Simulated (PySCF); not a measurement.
Compound: C4H3F2NSe.
Structure used (PBE0-D3(BJ)/def2-SVP), in Å, numbered top down from 1:
```
atom  x, y, z in Å
N1     3.111    0.168   -0.964
C2     2.067   -0.134   -0.566
C3     0.760   -0.504   -0.081
Se4   -0.601   -1.078   -1.424
C5    -1.517   -0.045   -0.017
F6    -1.970   -0.835    0.986
C7    -0.192    0.615    0.355
F8    -0.089    0.967    1.659
H9     0.831   -1.281    0.693
H10   -2.330    0.609   -0.362
H11   -0.034    1.501   -0.282
```

All values: CAM-B3LYP/def2-SVPD (PySCF, non-relativistic), on one gas-phase PBE0-D3(BJ)/def2-SVP geometry that isn't relaxed in the solvent. The solvent is an IEF-PCM continuum (Bondi radii, 1.10 Å for H, scaled by 1.2), and excitations are vertical TDDFT with non-equilibrium linear response and a frozen core. The model holds no explicit solvent molecules, cavitation or dispersion. Spin–orbit coupling is left out although an atom past zinc is present.

Gas-phase singlets (H = HOMO, L = LUMO):

```json
{"state": "S1", "E (eV)": "4.034", "λ (nm)": "307", "f": "0.001", "leading configuration": "H→L 95%"}
{"state": "S2", "E (eV)": "5.682", "λ (nm)": "218", "f": "0.006", "leading configuration": "H→L+1 92%"}
{"state": "S3", "E (eV)": "6.398", "λ (nm)": "194", "f": "0.060", "leading configuration": "H-1→L 77%"}
{"state": "S4", "E (eV)": "6.748", "λ (nm)": "184", "f": "0.018", "leading configuration": "H-3→L 50%"}
{"state": "S5", "E (eV)": "6.932", "λ (nm)": "179", "f": "0.073", "leading configuration": "H→L+2 82%"}
```

**Question.** How does the list change in methanol (ε = 32.61)?

**Answer.** 
```
state  E (eV)  λ (nm)      f  leading configuration  change by rank (eV)
   S1   4.058     306  0.001                H→L 94%               +0.024
   S2   5.640     220  0.007              H→L+1 91%               -0.042
   S3   6.392     194  0.067              H-1→L 91%               -0.006
   S4   6.858     181  0.084              H→L+2 88%               +0.110
   S5   6.911     179  0.037              H-3→L 44%               -0.021
```

**Question.** How does the list change in water (ε = 78.36)?

**Answer.** 
| state | E (eV) | λ (nm) | f | leading configuration | change by rank (eV) |
| --- | --- | --- | --- | --- | --- |
| S1 | 4.059 | 305 | 0.001 | H→L 94% | +0.025 |
| S2 | 5.639 | 220 | 0.007 | H→L+1 91% | -0.043 |
| S3 | 6.392 | 194 | 0.067 | H-1→L 91% | -0.006 |
| S4 | 6.854 | 181 | 0.084 | H→L+2 88% | +0.106 |
| S5 | 6.915 | 179 | 0.038 | H-3→L 44% | -0.017 |

**Question.** How do the frontier levels move from gas to water?

**Answer.** 
| orbital | gas (eV) | solvent (eV) | change (eV) | Löwdin shares, gas | Löwdin shares, solvent |
| --- | --- | --- | --- | --- | --- |
| LUMO+2 | 0.80 | 1.14 | +0.34 | Se4 28 %, C7 12 %, C2 11 %, H11 11 % | Se4 20 %, C2 18 %, N1 11 %, C7 10 % |
| LUMO+1 | 0.10 | 0.46 | +0.36 | Se4 50 %, C5 14 %, N1 9 %, C2 7 % | Se4 50 %, C5 14 %, N1 10 %, C2 9 % |
| LUMO | -0.96 | -0.55 | +0.41 | Se4 57 %, C3 17 %, C5 7 %, C2 7 % | Se4 55 %, C3 17 %, C2 9 %, N1 8 % |
| HOMO | -9.04 | -8.63 | +0.41 | Se4 75 %, C3 8 %, C5 7 % | Se4 76 %, C3 8 %, C5 7 % |
| HOMO-1 | -10.73 | -10.39 | +0.34 | Se4 35 %, N1 13 %, C3 12 %, C2 8 % | Se4 39 %, C5 13 %, F6 10 %, C7 10 % |
| HOMO-2 | -11.06 | -10.83 | +0.23 | N1 22 %, Se4 20 %, C2 17 %, C5 13 % | N1 24 %, Se4 21 %, C2 17 %, C3 12 % |
| HOMO-3 | -11.33 | -11.19 | +0.14 | N1 33 %, C2 25 %, C7 9 %, F8 8 % | N1 26 %, C2 18 %, C7 12 %, F8 11 % |

The HOMO–LUMO gap goes from 8.08 to 8.08 eV. Rows go by rank; for HOMO-2, HOMO-1 and LUMO+2 the atom shares or the degeneracy differ between the runs, so the row needn't follow one orbital.
